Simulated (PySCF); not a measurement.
C₃H₉FSi₂, SMILES [SiH3]/C(=C/F)C[SiH3].

Geometry: B3LYP-D3(BJ)/def2-SVP. The structure was generated by enumeration; whether it is a known compound was not checked. One conformer was computed; it need not be the lowest.

All values below come from B3LYP-D3(BJ)/def2-SVP in PySCF.

Frequencies are harmonic and unscaled.

```tsv
mode	ν (cm⁻¹)	IR (km/mol)	moving atoms (share of kinetic energy)
1	54	0.1	Si 40 %, F 24 %, H 23 %, C 13 %
2	117	0.1	H 85 %, Si 12 %
3	127	0.1	Si 38 %, H 36 %, C 13 %, F 13 %
4	130	0.0	H 83 %, Si 10 %
5	204	3.1	C 43 %, H 24 %, F 19 %, Si 14 %
6	246	0.9	C 52 %, H 29 %, F 15 %
7	259	2.2	C 36 %, H 36 %, F 21 %
8	437	15.0	Si 45 %, F 30 %, C 15 %, H 10 %
9	478	8.6	C 48 %, H 37 %, Si 9 %
10	507	5.9	H 91 %
11	579	7.9	H 60 %, C 19 %, Si 18 %
12	666	44.9	H 79 %, Si 13 %
13	673	61.1	H 69 %, C 18 %, Si 13 %
14	758	3.2	C 50 %, H 36 %, Si 13 %
15	775	25.8	C 49 %, H 40 %
16	869	5.8	H 66 %, C 32 %
17	882	46.3	H 48 %, C 47 %
18	923	312.1	H 91 %, Si 9 %
19	939	52.9	H 97 %
20	944	131.3	H 91 %
21	952	76.5	H 97 %
22	957	35.3	H 97 %
23	967	82.8	H 97 %
24	1050	3.1	C 53 %, H 36 %
25	1157	122.9	C 57 %, F 29 %, H 15 %
26	1180	10.8	H 72 %, C 27 %
27	1203	5.3	H 61 %, C 36 %
28	1356	1.1	H 81 %, C 18 %
29	1436	7.1	H 88 %, C 12 %
30	1701	123.5	C 94 %
31	2214	123.6	H 96 %
32	2215	103.2	H 97 %
33	2220	29.5	H 98 %
34	2227	150.5	H 97 %
35	2230	83.2	H 96 %
36	2236	104.9	H 96 %
37	3038	8.4	H 95 %
38	3094	2.4	H 90 %, C 10 %
39	3199	3.2	H 91 %, C 9 %
```
